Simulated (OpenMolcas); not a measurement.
W5+ in a point-charge field

W5+ among 6 point charges of -1.7 e arranged as a tetragonal octahedron (D4h), 2.15 Å from the ion, with the axial distance 2.128 Å.

```json
{
 "Program": "OpenMolcas",
 "Method": "CASSCF",
 "Basis": "ANO-RCC-VDZP [7s6p4d2f1g]",
 "Scalar Hamiltonian": "DKH2, point nucleus",
 "Active space": "1 electron in 5 orbitals (5d)",
 "State averaging": "2S+1 = 2 even, 5 roots",
 "Spin-orbit coupling": "RASSI with atomic mean-field integrals over the reference wave functions"
}
```

The lowest spin-free states (labels of D4, the rotations of D4h), above the lowest:

| State | Degeneracy | E (cm-1) | Free-ion L (%) |
| --- | --- | --- | --- |
| 2B2 | 1 | 0.0 | D (100) |
| 2E | 2 | 297.5 | D (100) |
| 2B1 | 1 | 8078 | D (100) |
| 2A1 | 1 | 8702 | D (100) |

The lowest levels with spin-orbit coupling:

```
E (cm-1)  Degeneracy  Label  2S+1               g
     0.0           2   E3/2     2  0.31 0.31 1.96
   255.4           2   E1/2     2  0.28 1.41 1.41
    7986           2   E3/2     2  2.00 2.00 2.00
   14029           2   E3/2     2  2.31 2.31 3.96
   14596           2   E1/2     2  1.72 3.42 3.42
```

Powder χT (cm3 K/mol): 0.126 at 2 K, 0.13 at 10 K, 0.145 at 50 K, 0.163 at 100 K, 0.184 at 200 K, 0.195 at 300 K. The effective moment at 300 K is 2.828 √(χT) = 1.25 μB.

The lowest level has 2S+1 = 2, for which the spin-only value is χT = S(S+1) / 2 = 0.375 cm3 K/mol (g = 2). The computed 0.195 at 300 K differs by -0.180, through orbital momentum, spin-orbit coupling and any other state in reach.

Spin-orbit coupling mixes the spin-free states strongly: the lowest level takes only 58 % from its leading state, 2B2. This is an electrostatic model: the charges have no orbitals. No measured value stands beside these numbers.
